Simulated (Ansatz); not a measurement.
Energy needed to pull apart CdClF (SMILES [F][Cd][Cl]), singlet, into free ground-state atoms, from the structure below (displaced at random from a GFN2-xTB minimum); no zero-point or spin–orbit terms; open-shell atoms are treated unrestricted, in their ground-state multiplicity.

```xyz
3
angstrom
F -0.0337 1.6054 0.2129
Cd -0.7597 -0.1586 -0.4425
Cl 0.7452 -1.6177 0.2416
```

Ansatz 0.2.0; basis: def2-TZVPP; cores frozen in the correlated methods. Filled d shells of the heavier atoms are correlated. Core potentials replace the inner electrons of the atoms past krypton.

```json
{"method": "SPW92", "atomization energy (eV)": "6.38"}
{"method": "PBE-D4", "atomization energy (eV)": "?"}
{"method": "r2SCAN-D4", "atomization energy (eV)": "5.21"}
{"method": "PBE0-D4", "atomization energy (eV)": "4.98"}
{"method": "wB97X-V", "atomization energy (eV)": "5.26"}
{"method": "wB97M-V", "atomization energy (eV)": "5.20"}
{"method": "HF", "atomization energy (eV)": "2.96"}
{"method": "MP2", "atomization energy (eV)": "5.02"}
{"method": "CCSD", "atomization energy (eV)": "?"}
{"method": "CCSD(T)", "atomization energy (eV)": "4.66"}
```

(1) What does PBE-D4 give? (Judge from chemistry; the value comes from the calculation.)

(2) What does CCSD give? (To be estimated.)

No T1 diagnostic of these runs exceeds 0.019.

Results:

(1) The calculation gives: 5.26 eV, which is about 0.60 eV more than CCSD(T)/def2-TZVPP.

(2) The calculation gives: 4.48 eV, which is about 0.18 eV less than CCSD(T)/def2-TZVPP.

In triple zeta the MP2 and coupled-cluster atomization energies are still short of their basis limit by a few kcal/mol a bond, whereas those of the functionals are nearly converged, so these differences are not deviations from converged CCSD(T).

For scale, one of the runs: CCSD(T)/def2-TZVPP forces, 129 basis functions (an equivalent command: `ansatz run in.yaml --threads 4`). The run took 2.5 min on 4 CPU threads (shared host), with 1.3 GiB of host memory at its peak.
